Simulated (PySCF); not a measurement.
Compound: C7H6F3 (charge -1).
Structure used (GFN2-xTB), in Å, numbered top down from 1:
```
atom  x, y, z in Å
F1     3.4406    0.2722   -0.6764
C2     2.0681    0.3098   -0.7944
F3     1.8123   -0.4371   -1.8800
F4     1.8045    1.5803   -1.1387
C5     1.3748   -0.1562    0.4656
C6    -0.1205   -0.1260    0.3418
C7    -0.9502    0.9543    0.6590
C8    -2.2625    0.5704    0.4089
C9    -2.2499   -0.7423   -0.0631
C10   -0.9297   -1.1747   -0.1075
H11    1.7231    0.5038    1.2673
H12    1.7394   -1.1714    0.6551
H13   -0.6170    1.9143    1.0326
H14   -3.1433    1.1833    0.5585
H15   -3.1192   -1.3251   -0.3435
H16   -0.5783   -2.1468   -0.4289
```

The closed-shell SCF was solved with PySCF and density fitting under several settings on one GFN2-xTB geometry (grid level 2 and gas phase unless stated).

```csv
settings,basis functions,SCF cycles,E (Eh),HOMO (eV),LUMO (eV)
"X3LYP/pcseg-1, damping 0.1 at the start, DIIS from the seventh cycle, energy threshold 1e-06 Eh",170,17,-569.5793,-0.12,5.29
mPW1PW91/ANO-RCC-VDZP,170,14,-569.9426,-0.17,4.15
"BP86/IGLO-II, IEF-PCM acetonitrile",256,15,-570.1448,-3.74,1.22
```

Estimate the row for these settings: wB97X-D/cc-pVDZ, fitting basis def2-qzvpp-jkfit.

| settings | basis functions | SCF cycles | E (Eh) | HOMO (eV) | LUMO (eV) |
| --- | --- | --- | --- | --- | --- |
| wB97X-D/cc-pVDZ, fitting basis def2-qzvpp-jkfit | 170 | 11 | -569.7481 | -1.82 | 7.96 |

Over all rows, what range does the HOMO–LUMO gap span?

From 4.32 eV (mPW1PW91/ANO-RCC-VDZP) to 9.78 eV (wB97X-D/cc-pVDZ, fitting basis def2-qzvpp-jkfit). The functional of the narrowest has 25 % exact exchange, that of the widest range-separated exact exchange.

Whole jobs, the steps after the SCF included, on Intel Xeon at 2.70 GHz, one thread (shared host):

```
                                                                                       settings                                                           work after the SCF  wall time  peak memory
X3LYP/pcseg-1, damping 0.1 at the start, DIIS from the seventh cycle, energy threshold 1e-06 Eh             1 singlet by full TDDFT, 5 Tamm–Dancoff triplets, polarisability       51 s     0.79 GiB
                                                                          mPW1PW91/ANO-RCC-VDZP                                           shieldings, ring-centre shieldings       69 s     0.95 GiB
                                                             BP86/IGLO-II, IEF-PCM acetonitrile                  25 singlets by TDA, 5 Tamm–Dancoff triplets, polarisability       60 s     0.94 GiB
                                                wB97X-D/cc-pVDZ, fitting basis def2-qzvpp-jkfit  spin–spin couplings from 9 perturbed nuclei, spin–dipole term for 3 of them       72 s     0.87 GiB
```

wB97X-D ran without the empirical dispersion term, which would shift the total energy alone. Cycle counts include a coarse-grid stage where the run had one. ANO-RCC sets were contracted for a scalar-relativistic Hamiltonian, but ran non-relativistically here. The structure is a single GFN2-xTB conformer; no vibrational corrections.
